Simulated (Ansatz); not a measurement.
Calculated with Ansatz (gas phase, PBE0-D4/def2-TZVP geometries, no zero-point term in ΔE). CBS: MP2 limit from def2 TZ/QZ plus the TZ coupled-cluster correction, frozen cores. This one scheme is used for every species. DFT in def2-TZVPP. HSE06 is defined as in plane-wave codes. One conformer a species, not always the lowest.

Reaction (formal hydrolysis of a C–C bond): `CC(Cl)[SiH2]Cl` + H₂O → `OC(Cl)[SiH2]Cl` + CH₄

| level | ΔE (kcal/mol) | difference from CCSD(T)/CBS |
| --- | --- | --- |
| r2SCAN0-D4 | 9.4 | -2.5 |
| HSE06-D4 | 9.3 | -2.6 |
| ωB97X-V | 9.0 | -2.9 |
| r2SCAN | 7.5 | -4.4 |
| PBE0 | 8.9 | -3.0 |
| BHLYP | 8.8 | -3.1 |
| LC-ωPBE | 9.7 | -2.2 |
| RPA@PBE/def2-TZVPP | 10.1 | -1.8 |
| MP2/def2-SVP | 9.2 | -2.7 |
| MP2/CBS(def2) | 13.5 | 1.6 |
| CCSD(T)/CBS | 11.9 | 0 |

Largest T1 diagnostic among the species: 0.011.

From PBE to PBE0 (25 % exact exchange), in def2-TZVPP and without D4, ΔE moves by +2.0 kcal/mol. The D4 term adds +0.9 kcal/mol with B3LYP and +0.5 kcal/mol with PBE0; it sums over pairs of atoms, weighted by their polarisabilities, and B3LYP, whose exchange is more repulsive, gets the larger term. Leaving LDA and LC-ωPBE aside and taking each functional with its dispersion term where it has one, the values, not all of them listed here, spread over 4.6 kcal/mol, from BLYP-D4 to PBE-QIDH.

CCSD(T)/CBS has its own doubt, a few kJ/mol and more with outer-core shells, so smaller differences from it don't rank the levels.

B3LYP here is the variant with VWN-RPA as its local correlation; programs differ in this.
